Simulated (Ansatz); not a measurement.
System: CH3GeO2 (charge 0, doublet). It need not be the lowest isomer of its formula. SMILES: [GeH3][O][C]=O
Structure (B3LYP-D3(BJ)/def2-TZVP (Ansatz, a program for electronic structure) minimum search):
```
Ge
H 1 1.5283
H 1 1.5297 2 113.57
H 1 1.5297 2 113.57 3 131.61
O 1 1.8760 2 101.20 3 -114.20
C 5 1.2981 1 118.88 2 180.00
O 6 1.1884 5 132.20 1 0.00
```
Charge 0, spin multiplicity 2.

Property: atomisation energy (electronic, to ground-state atoms), in kcal/mol. Correlated levels leave the core frozen unless marked. UHF or UKS for open shells. Spin-orbit coupling is left out. Frozen are the shells of the preceding noble gas and the d and f shells that filled before the atom's block. Non-relativistic. The coupled-cluster limit lacks core correlation, which all-electron functionals hold. CBS marks a two-point X^-3 extrapolation of the correlation energy; Hartree-Fock from the larger set. The bracket is a focal-point correction in the basis named.

```tsv
level	program	atomisation energy (kcal/mol)	minus last row
HF/6-31G	Ansatz	318.0	-268.2
BLYP/def2-TZVPD	Ansatz	587.9	1.7
r2SCAN/def2-TZVPD	Ansatz	594.2	8.0
r2SCAN-D3(BJ)/def2-TZVPD	Ansatz + dftd3	594.9	8.7
r2SCAN-D4/def2-TZVPD	Ansatz + dftd4	594.9	8.7
PBE0/def2-SVP	Ansatz	588.8	2.6
PBE0-D4/def2-TZVP	Ansatz + dftd4	585.7	-0.5
PBE0-D4/def2-TZVPD	Ansatz + dftd4	585.8	-0.4
PBE0/def2-QZVPP	Ansatz	583.6	-2.6
r2SCANh-D4/def2-TZVPD	Ansatz + dftd4	586.4	0.2
r2SCAN0-D4/def2-TZVPD	Ansatz + dftd4	574.4	-11.8
r2SCAN0/def2-TZVPD	Ansatz	573.6	-12.6
LC-wPBE/def2-TZVPD	Ansatz	586.9	0.7
wB97X-V/def2-TZVPD	Ansatz	591.1	4.9
PBE-QIDH/def2-TZVPD	Ansatz	577.4	-8.8
RPA@PBE/cc-pVQZ	Ansatz	545.9	-40.3
SCS-MP2/cc-pVDZ	Ansatz	539.5	-46.7
CCSD/6-31G*	Ansatz	512.8	-73.4
CCSD(T)/cc-pVTZ	Ansatz	566.7	-19.5
RI-MP2/CBS(cc-pVTZ,cc-pVQZ)+[CCSD(T)-MP2]/cc-pVTZ	Ansatz	586.6	0.4
CCSD(T)/CBS(cc-pVTZ,cc-pVQZ)	Ansatz	586.2	0.0
```
